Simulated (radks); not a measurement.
Q: These are the eigenvalues of the occupied orbitals of an atom or ion with whole-number occupations (hartree). All-electron calculation, Dirac Kohn-Sham, LDA (Slater exchange, Perdew-Wang correlation), spin-unpolarised, spherical densities, point nucleus. Program: a radial shooting solver on a logarithmic mesh with Libxc functionals.

orbital  eigenvalue
1s1/2     -654.3610
2s1/2     -91.13624
2p1/2     -83.53493
2p3/2     -80.38519
3s1/2     -15.36453
3p1/2     -12.53330
3p3/2     -12.03106
3d3/2      -7.01884
3d5/2      -6.92701
4s1/2      -2.53875
4p1/2      -1.77427
4p3/2      -1.70760
4d3/2      -0.64692
4d5/2      -0.64117

Which element is it, and in what charge state? The configuration may be excited. Open shells, if any, are shared by 2j + 1.

A: Z = 40, zirconium, charge +2: Zr2+ in [Kr] 4d2. The list shows which subshells hold electrons but not how many an open one holds; the 1s level, -654.36 hartree, gives Z - s = 36.2 by -(Z - s)^2/2, which with screening and relativity narrows Z to a few neighbours, and the depths of the outer levels then fix element, charge and occupations together.
